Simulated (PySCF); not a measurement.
Electronic absorption of C5H8O2Si

Species: C5H8O2Si.
Numbering: `[CH3:1][C:2]#[C:3][SiH:4]1[O:5][CH2:6][CH2:7][O:8]1` (hydrogens: H9, H10, H11 on C1; H12 on Si4; H13, H14 on C6; H15, H16 on C7)

Method used: TDDFT PBE0/def2-SVPD, vertical, gas phase, core orbitals frozen in the response in PySCF 2.14.0, density-fitted response routines. One conformer (not necessarily the lowest) at the GFN2-xTB geometry, without solvent, vibrations or thermal averaging.

```csv
state,E (eV),E (kJ/mol),λ (nm),f,"main configurations (H = HOMO, L = LUMO)"
S1,5.87,566,211.3,0.0001,"H-1→L (76%), H→L (10%)"
S2,6.13,591,202.3,0.011,"H→L (43%), H-1→L+1 (28%), H-1→L (11%)"
S3,6.23,601,199.1,0.0009,"H→L+1 (53%), H-2→L+1 (25%)"
S4,6.59,636,188.2,0.020,"H-2→L (54%), H→L (34%), H-1→L+1 (9%)"
S5,6.83,659,181.4,0.0013,"H-3→L (70%), H-2→L+1 (16%), H→L+1 (10%)"
S6,6.91,667,179.4,0.0061,"H-2→L+1 (41%), H-3→L (27%), H→L+1 (25%)"
```

Triplets (Tamm–Dancoff): T1 4.89 eV, H-2→L (29%), H→L (27%), H-1→L+1 (24%); T2 5.32 eV, H-1→L (55%), H-2→L+1 (11%), H→L+1 (9%).

The lowest singlet lies at 5.87 eV (211 nm, ultraviolet) and is dark (f under 0.0005); its leading configuration is HOMO-1→LUMO (76%). The most intense listed level is S4 at 6.59 eV (188 nm, f = 0.020), 0.72 eV above S1. Löwdin shares by element: HOMO oxygen 39%, carbon 29% or more (atoms not listed hold the other 32%); LUMO carbon 43% or more, silicon 25%, oxygen 6% or more (atoms not listed hold the other 26%). The listed states span 1.04 eV, and the widest gap between neighbours is 0.36 eV (S3 to S4). The oscillator strengths of these states sum to 0.039; summed over the whole spectrum of an exact calculation they would give the number of electrons, 68 (Thomas–Reiche–Kuhn). Of the 6 states listed, 2 reach f = 0.01 and 1 stays under 0.0005. Only the lowest 6 singlets were computed, as vertical energies without vibronic structure.
